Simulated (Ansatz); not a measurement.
Cartesian coordinates (Å):
```xyz
5

Cd     0.0967    -0.0894     0.0462
O     -0.1875     0.3692     1.9314
H     -0.4095     1.3075     2.0127
O      0.5273    -0.6679    -1.7773
H     -0.2852    -0.7583    -2.2951
```
Charge 0, spin multiplicity 1.

All values below come from Ansatz (a first-principles code) with frozen-core CCSD(T)/def2-TZVPP // r2SCAN-D4/def2-SVP.

```
Quantity                        Value
----------------------  -------------
HF energy               -317.81734 Ha
MP2 correlation energy    -1.21536 Ha
```

Estimate the CCSD correlation energy, the (T) correction, the total energy and the T1 diagnostic.


```
Property                        Result
-----------------------  -------------
CCSD correlation energy    -1.18217 Ha
(T) correction             -0.03853 Ha
CCSD(T) total energy     -319.03805 Ha
T1 diagnostic                    0.017
```
